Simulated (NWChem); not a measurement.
# iodine (I2); SMILES II

Computed with NWChem. def2 effective core potentials on I; no spin-orbit coupling. Each level has its own optimisation; frequencies are unscaled.

```json
[
 {"level": "Hartree-Fock/STO-3G (all-electron, non-relativistic)", "r I–I (Å)": "2.704", "highest harmonic frequency (cm⁻¹)": "?", "zero-point energy (kcal/mol)": "0.4"},
 {"level": "Hartree-Fock/3-21G (all-electron, non-relativistic)", "r I–I (Å)": "2.869", "highest harmonic frequency (cm⁻¹)": "202", "zero-point energy (kcal/mol)": "0.3"},
 {"level": "LDA (Slater exchange, VWN5)/def2-SVP (core potentials)", "r I–I (Å)": "2.675", "highest harmonic frequency (cm⁻¹)": "219", "zero-point energy (kcal/mol)": "0.3"},
 {"level": "PBE/def2-SVP (core potentials)", "r I–I (Å)": "2.713", "highest harmonic frequency (cm⁻¹)": "207", "zero-point energy (kcal/mol)": "0.3"},
 {"level": "BLYP/def2-SVP (core potentials)", "r I–I (Å)": "2.758", "highest harmonic frequency (cm⁻¹)": "193", "zero-point energy (kcal/mol)": "0.3"},
 {"level": "PBE0/def2-SVP (core potentials)", "r I–I (Å)": "2.682", "highest harmonic frequency (cm⁻¹)": "220", "zero-point energy (kcal/mol)": "0.3"}
]
```

Question: Some entries are withheld; supply them.

Answer: 
- Hartree-Fock/STO-3G (all-electron, non-relativistic), highest harmonic frequency (cm⁻¹): 281
